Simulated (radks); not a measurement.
Task: These are the eigenvalues of the occupied orbitals of an atom or ion with whole-number occupations (hartree). Method: scalar-relativistic Kohn-Sham, r2SCAN, spin-polarised, spherical densities, finite nucleus; meta-GGA in the generalised Kohn-Sham scheme; Fermi nuclear charge, rms radius of each element as measured or else 0.836 A^(1/3) + 0.57 fm; computed with a radial shooting solver on a logarithmic mesh with Libxc functionals.

orbital  eigenvalue
1s down   -1719.486
1s up     -1719.486
2s down   -283.0760
2s up     -283.0749
2p down   -252.5696
2p up     -252.5692
3s up     -63.56098
3s down   -63.46893
3p up     -53.97211
3p down   -53.87991
3d up     -40.98577
3d down   -40.91379
4s up     -14.12544
4s down   -13.88882
4p up     -10.96244
4p down   -10.72308
4d up      -6.50561
4d down    -6.26201
5p up      -2.37909
5p down    -2.28407
4f up      -1.72650

Which element is it, and in what charge state? The configuration may be excited. Open shells, if any, are filled with parallel spins first.

Result: Z = 62, samarium, charge +4: Sm4+ in [Kr] 4d10 4f6 5p6. The list shows which subshells hold electrons but not how many an open one holds; the 1s level, -1719.5 hartree, gives Z - s = 58.6 by -(Z - s)^2/2, which with screening and relativity narrows Z to a few neighbours, and the depths of the outer levels then fix element, charge and occupations together.
